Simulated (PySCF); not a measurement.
One molecule, a ladder of functionals, a line

Molecule: SMILES [GeH3][C]#C[SiH2]O[SiH3], C2H8GeOSi2.

Atom-mapped SMILES (the numbers label the heavy atoms): `[SiH3:1][O:2][SiH2:3][C:4]#[C:5][GeH3:6]`; H(Xn) means a hydrogen on atom n.

GIAO shieldings (ppm, equivalent atoms averaged) in PySCF 2.14.0 with density-fitted response routines on the PBE0-D3(BJ)/def2-SVP geometry, basis pcSseg-1, gas phase, non-relativistic:

```tsv
functional	exact exchange (%)	σ(Si1)	σ(Si3)	σ(O2)	σ(Ge6)
BLYP	0	369.9	385.8	312.2	1544.1
BP86	0	372.4	389.4	317.3	1555.6
PBE	0	373.5	389.7	317.8	1562.3
B3LYP	20	382.1	396.9	319.9	1583.6
PBE0	25	389.3	404.3	326.2	1610.1
BHandHLYP	50	401.6	415.2	328.0	1643.2
HF	100	437.7	449.3	337.4	1739.3
```

**Question.** Fit each shielding as a line in the percentage of exact exchange.

**Answer.** σ(Si1) = 371.4 + 0.65 x (rms 1.8 ppm); σ(Si3) = 387.6 + 0.60 x (rms 2.1 ppm); σ(O2) = 316.6 + 0.22 x (rms 2.4 ppm); σ(Ge6) = 1554.0 + 1.85 x (rms 6.9 ppm). The functionals also differ in their semilocal parts, which the line can't hold; Hartree–Fock has no correlation at all.

**Question.** What does the line predict for mPW1PW91 (25 %), and what does the run give?

**Answer.** σ(Si1): 387.6 predicted, 388.0 computed; σ(Si3): 402.6 predicted, 403.5 computed; σ(O2): 322.1 predicted, 325.5 computed; σ(Ge6): 1600.2 predicted, 1601.6 computed ppm.
